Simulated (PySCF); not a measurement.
How methods differ on the excitation energy of Cs

Cs [Xe] 6s1 (2S) → Cs [Xe] 5d1 (2D), as a difference of total energies. All numbers are calculated (PySCF 2.14, the spin-free X2C one-electron Hamiltonian (Gaussian nucleus), in aug-cc-pVDZ-X2C). The calculations carry no spin-orbit coupling.

```json
{"method": "UHF", "excitation energy (eV)": "1.733"}
{"method": "LDA", "excitation energy (eV)": "1.607"}
{"method": "PBE", "excitation energy (eV)": "1.484"}
{"method": "PBE0", "excitation energy (eV)": "1.538"}
{"method": "r2SCAN", "excitation energy (eV)": "1.504"}
{"method": "BHandHLYP", "excitation energy (eV)": "1.630"}
{"method": "wB97M-V", "excitation energy (eV)": "1.644"}
{"method": "MN15", "excitation energy (eV)": "1.642"}
{"method": "wB97X", "excitation energy (eV)": "1.648"}
```

For comparison: 1.805 eV (measured; NIST levels, between the centres of gravity of the two terms).
